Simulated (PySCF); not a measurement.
Task: Write Cartesian coordinates for furan-2,5-dicarbaldehyde (`O=CC1=CC=C(C=O)O1`) as optimised with GFN2-xTB.

Result: 
```
atom  x, y, z in Å
O1     3.4152   -0.4116    0.1939
C2     2.3402   -0.9284    0.0326
C3     1.0699   -0.2185    0.0452
C4     0.7878    1.1244    0.2327
C5    -0.6019    1.2463    0.1468
C6    -1.0877   -0.0289   -0.0894
C7    -2.4526   -0.5011   -0.2664
O8    -3.4282    0.2033   -0.2339
O9    -0.0701   -0.9076   -0.1489
H10    2.2265   -2.0143   -0.1417
H11    1.5089    1.8962    0.4080
H12   -1.1956    2.1322    0.2405
H13   -2.5168   -1.5915   -0.4370
```

Any rigid rotation of these coordinates is as good. Atoms count from 1 in this order. The 5 C–C bonds span 1.385 Å (C5–C6, aromatic) to 1.455 Å (C2–C3, drawn single), a spread of 0.070 Å. The 9 heavy atoms lie in one plane (0.001 Å rms). The 5-membered ring C3–C4–C5–C6–O9 has internal angles of 106.2° to 110.1° (sum 540°, against 540° for a flat polygon); it is planar, 0.00 Å rms from its mean plane, widest ring torsion 0°. O9 (furan-type oxygen) is bent (angle 107.4°).

Bonds between heavy atoms (Å): O1=C2 1.204, C2–C3 1.455, C3–C4 1.385, C4–C5 1.398, C5–C6 1.385, C6–C7 1.455, C7=O8 1.204, C6–O9 1.346, C3–O9 1.346.

Structure optimised with GFN2-xTB, isolated species.

Point group: C2v (tolerance 0.08 Å). Stationary, but not proved a minimum. One conformer, not necessarily the lowest (O1–C2–C3–C4 0°, C5–C6–C7–O8 0°).

The numbers are calculated, not measured.
